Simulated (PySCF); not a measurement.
C2H6Cl2Si, triplet, at the geometry of the source list (a higher spin typed on purpose: for a closed-shell molecule this is an excited state), with bond 5-2 at 1.25 times its length; PBE0/STO-3G in PySCF.

PySCF was given this input:
```python
from pyscf import gto, scf, dft

mol = gto.Mole()
mol.atom = '''
    C     1.469700   -0.568500   -0.393700
    Si    0.046400    0.662200   -0.121000
    C    -1.522800   -0.189500    0.532200
    Cl    0.638400    2.078400    1.212700
    Cl   -0.488725    1.814950   -2.322250
    H     1.196600   -1.332300   -1.115700
    H     2.359600   -0.068300   -0.766900
    H     1.739500   -1.069400    0.531300
    H    -2.327600    0.525200    0.683400
    H    -1.880500   -0.942600   -0.163600
    H    -1.337700   -0.679700    1.483400
'''
mol.basis = 'sto-3g'
mol.charge = 0
mol.spin = 2
mol.verbose = 4
mol.build()

mf = dft.UKS(mol)
mf.xc = 'pbe0'
mf.kernel()
mo_i, mo_e, stable_i, stable_e = mf.stability(internal=True, external=False, return_status=True, nroots=6, tol=1e-6)
print('internally stable:', stable_i, ' externally stable:', stable_e)
if not stable_i:
    umf = mf.copy()
    umf.scf_summary = {}
    umf.kernel(umf.make_rdm1(mo_i, mf.mo_occ))
```

What the program printed (banner, timings and long lists left out):

```
PySCF version 2.14.0

[INPUT] verbose = 4
[INPUT] num. atoms = 11
[INPUT] num. electrons = 66
[INPUT] charge = 0
[INPUT] spin (= nelec alpha-beta = 2S) = 2
[INPUT] symmetry False subgroup None
[INPUT] Mole.unit = angstrom
[INPUT] Symbol           X                Y                Z      unit          X                Y                Z       unit  Magmom
[INPUT]  1 C      1.469700000000  -0.568500000000  -0.393700000000 AA    2.777330485273  -1.074309301815  -0.743985175241 Bohr   0.0
[INPUT]  2 Si     0.046400000000   0.662200000000  -0.121000000000 AA    0.087683292180   1.251376639687  -0.228656861072 Bohr   0.0
[INPUT]  3 C     -1.522800000000  -0.189500000000   0.532200000000 AA   -2.877674942488  -0.358103100605   1.005712243494 Bohr   0.0
[INPUT]  4 Cl     0.638400000000   2.078400000000   1.212700000000 AA    1.206401157922   3.927606777296   2.291670871260 Bohr   0.0
[INPUT]  5 Cl    -0.488725000000   1.814950000000  -2.322250000000 AA   -0.923556400228   3.429758429779  -4.388416492771 Bohr   0.0
[INPUT]  6 H      1.196600000000  -1.332300000000  -1.115700000000 AA    2.261246280655  -2.517682115758  -2.108367437177 Bohr   0.0
[INPUT]  7 H      2.359600000000  -0.068300000000  -0.766900000000 AA    4.458997763524  -0.129068294308  -1.449230964929 Bohr   0.0
[INPUT]  8 H      1.739500000000  -1.069400000000   0.531300000000 AA    3.287178593681  -2.020873117610   1.004011489981 Bohr   0.0
[INPUT]  9 H     -2.327600000000   0.525200000000   0.683400000000 AA   -4.398526527538   0.992484160622   1.291438833528 Bohr   0.0
[INPUT] 10 H     -1.880500000000  -0.942600000000  -0.163600000000 AA   -3.553629977245  -1.781255845015  -0.309159193979 Bohr   0.0
[INPUT] 11 H     -1.337700000000  -0.679700000000   1.483400000000 AA   -2.527886636831  -1.284446846867   2.803219733180 Bohr   0.0

nuclear repulsion = 340.693599240433
number of shells = 27
number of NR pGTOs = 129
number of NR cGTOs = 43
basis = sto-3g
ecp = {}

******** <class 'pyscf.dft.uks.UKS'> ********
method = UKS
initial guess = minao
damping factor = 0
level_shift factor = 0
DIIS = <class 'pyscf.scf.diis.CDIIS'>
diis_start_cycle = 1
diis_space = 8
diis_damp = 0
SCF conv_tol = 1e-09
SCF conv_tol_grad = None
SCF max_cycles = 50
direct_scf = True
direct_scf_tol = 1e-13
number electrons alpha = 34  beta = 32
XC library pyscf.dft.libxc version 7.1.2
    S. Lehtola, C. Steigemann, M. J. T. Oliveira, and M. A. L. Marques,  SoftwareX 7, 1–5 (2018)
XC functionals = pbe0
    C. Adamo and V. Barone,  J. Chem. Phys. 110, 6158 (1999)
    M. Ernzerhof and G. E. Scuseria,  J. Chem. Phys. 110, 5029 (1999)
radial grids:
    Treutler-Ahlrichs [JCP 102, 346 (1995); DOI:10.1063/1.469408] (M4) radial grids

becke partition: Becke, JCP 88, 2547 (1988); DOI:10.1063/1.454033
pruning grids: <function nwchem_prune>
grids dens level: 3
symmetrized grids: False
atomic radii adjust function: <function treutler_atomic_radii_adjust>
small_rho_cutoff = 0
Set gradient conv threshold to 3.16228e-05
tot grids = 144024
init E= -1274.28027576765

cycle= 1 E= -1274.67572685792  delta_E= -0.395  |g|= 0.216  |ddm|= 2.84

cycle= 2 E= -1274.60538776852  delta_E= 0.0703  |g|= 0.457  |ddm|= 1.91

cycle= 3 E= -1274.81407552937  delta_E= -0.209  |g|= 0.159  |ddm|= 0.897

cycle= 4 E= -1274.84967103809  delta_E= -0.0356  |g|= 0.0524  |ddm|= 0.407

cycle= 5 E= -1274.8555055985  delta_E= -0.00583  |g|= 0.0198  |ddm|= 0.404

cycle= 6 E= -1274.85583180606  delta_E= -0.000326  |g|= 0.00736  |ddm|= 0.121

cycle= 7 E= -1274.85604416099  delta_E= -0.000212  |g|= 0.00285  |ddm|= 0.0866

cycle= 8 E= -1274.85605802478  delta_E= -1.39e-05  |g|= 0.000505  |ddm|= 0.0113

cycle= 9 E= -1274.85605845384  delta_E= -4.29e-07  |g|= 0.000184  |ddm|= 0.00215

cycle= 10 E= -1274.85605851964  delta_E= -6.58e-08  |g|= 5.66e-05  |ddm|= 0.00111

cycle= 11 E= -1274.85605852701  delta_E= -7.37e-09  |g|= 6.3e-06  |ddm|= 0.000386

cycle= 12 E= -1274.85605852712  delta_E= -1.13e-10  |g|= 2.2e-06  |ddm|= 5.48e-05

Extra cycle  E= -1274.85605852713  delta_E= -8.64e-12  |g|= 1.71e-06  |ddm|= 1.51e-05
converged SCF energy = -1274.85605852713  <S^2> = 2.0004709  2S+1 = 3.0003139
uhf_internal: lowest eigs of H = [0.00280395 0.01964972 0.09252962 0.11533376 0.16108247 0.17593549]
<class 'pyscf.dft.uks.UKS'> wavefunction is stable in the internal stability analysis
internally stable: True  externally stable: None
```
